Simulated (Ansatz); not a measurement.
C₂H₆OSSi, SMILES `O=C[SiH2]CS`. Charge 0, multiplicity 1. Geometry: relaxed with PBE0-D4/def2-TZVP. It is one conformer, not always the lowest.

```xyz
11

O     0.068   -0.947    1.955
C     0.413    0.178    1.687
Si    0.134    0.970   -0.046
C    -0.651   -0.288   -1.184
S     0.436   -1.730   -1.389
H     0.895    0.797    2.482
H     1.445    1.435   -0.567
H    -0.738    2.157    0.192
H    -1.641   -0.597   -0.846
H    -0.769    0.140   -2.182
H     0.409   -2.113   -0.102
```

Problem. What is the dipole moment at ωB97M-V/def2-TZVPP? (Best estimate.)

Solution. Ansatz gave: 2.33 D, with components (-0.43, 2.28, -0.23) D in this frame, pointing from negative to positive charge.

Problem. And with PBE, r2SCAN, B3LYP? (Estimate.)

Solution. Ansatz gave: PBE 2.11 D, r2SCAN 2.27 D, B3LYP 2.32 D.

Problem. Give the Mulliken charges with ωB97M-V, PBE, r2SCAN in def2-TZVPP. (Estimate.)

Solution. Computed: 
```csv
atom,ωB97M-V,PBE,r2SCAN
O1,-0.28,-0.23,-0.29
C2,0.05,0.08,0.14
Si3,0.23,0.22,0.29
C4,-0.32,-0.20,-0.15
S5,-0.17,-0.20,-0.20
H6,0.08,0.05,0.03
H7,-0.01,-0.04,-0.05
H8,-0.02,-0.06,-0.07
H9,0.15,0.12,0.10
H10,0.14,0.12,0.09
H11,0.14,0.14,0.12
```

B3LYP here is the variant with VWN-RPA as its local correlation; programs differ in this.
